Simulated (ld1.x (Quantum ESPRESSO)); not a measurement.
germanium (Ge): one change to an ultrasoft potential, before and after

ld1.x (Quantum ESPRESSO) 7.5 input, shortened:

```
&input
   title='Ge', zed=32., rel=1, dft='PBE', iswitch=3,
   config='[Ar] 3d10 4s2 4p2'
 /
 &inputp
   pseudotype=3, tm=.true., lloc=-2, rcloc=2.25,
   nlcc=.true., new_core_ps=.true.,
   which_augfun='PSQ', rmatch_augfun=1.45
 /
4
4S  1  0   2.00   0.00  1.40  1.70  0.0
4S  1  0   0.00  -0.55  1.40  1.70  0.0
4P  2  1   2.00   0.00  2.30  2.45  0.0
4P  2  1   0.00   0.45  2.30  2.45  0.0
 &test
   configts(1)='4s2 4p2'
 /
```

Change: waves 4p (bound): rcut 1.62, rcutus 1.72 bohr; 4p channel at 0.45 Ry: rcut 1.62, rcutus 1.72 bohr.

Cutoffs: the cutoffs (Ry, on a coarse ladder) from which the occupation-weighted sum of valence levels, in a spherical-Bessel basis at the reference potential, stays within 10 and 1 mRy of its value at 400 Ry; they do not see the model core or the augmentation charge, which bear on the density cutoff. Errors are all-electron minus pseudo energies relative to the spin-unpolarised reference configuration.

Problem. How do hardness, ghosts and transferability respond?

Solution. The potential gets harder (10 Ry and 15 Ry → 12 Ry and 18 Ry); of the 7 tests that both files solve, the error grows in 0 and shrinks in 1 by more than 15 % and 0.3 meV (median size 12.6 → 10.8 meV); neither file shows a bound ghost. A smaller radius makes the pseudo-wave follow the all-electron one further in, where it bends more sharply, so more plane waves are needed.

```tsv
quantity	base	changed
cutoff, loose	10 Ry	12 Ry
cutoff, tight	15 Ry	18 Ry
bound ghosts	none	none
error for 4s2 4p1, meV [ΔE 7.44 eV]	-6.6	-7.1
error for 4s2 4p0, meV [ΔE 22.88 eV]	-53	-58
error for 4s1 4p0, meV [ΔE 57.67 eV]	-306	-321
error for 4s2 4p1.5, meV [ΔE 2.80 eV]	-1.3	-1.3
error for 4s2 4p2.3, meV [ΔE -0.88 eV]	-0.1	-0.1
error for 4s1 4p2, meV [ΔE 16.16 eV]	-33	-32
error for 4s1 4p3, meV [ΔE 7.97 eV]	-13	-11
lowest overlap eigenvalue by channel	s 0.58, p 0.76	s 0.58, p 0.74
```
